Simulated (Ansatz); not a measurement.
Gas-phase electronic energies from Ansatz, PBE0-D4/def2-TZVP geometries. CCSD(T)/CBS is the MP2 limit (def2-TZVPP, def2-QZVPP) plus CCSD(T) − MP2 in def2-TZVPP, frozen cores. This one scheme is used for every species. DFT in def2-TZVPP.

`B[Si](F)(F)[SiH3]` + CH₄ → `C[Si](F)(F)[SiH3]` + BH₃  (formal exchange of groups at the Si–B bond)

| level | ΔE (kJ/mol) |
| --- | --- |
| BHLYP | -32.3 |
| HF/def2-SVP | -31.6 |

Problem. What does CCSD(T)/CBS give? (Estimate.)

Solution. The calculation gave: -32.2 kJ/mol. The listed levels differ from it by -0.1, 0.6 kJ/mol.

Largest T1 diagnostic among the species: 0.013.

Leaving LDA and LC-ωPBE aside and taking each functional with its dispersion term where it has one, the values, not all of them listed here, spread over 15.6 kJ/mol, from ωB97M-V to PBE-D4. LDA lies −4.4 kJ/mol from PBE without D4. From PBE to PBE0 (25 % exact exchange), in def2-TZVPP and without D4, ΔE moves by −5.7 kJ/mol. At CCSD(T), def2-SVP lies +6.5 kJ/mol from the extrapolated value and def2-TZVPP −0.1 kJ/mol.
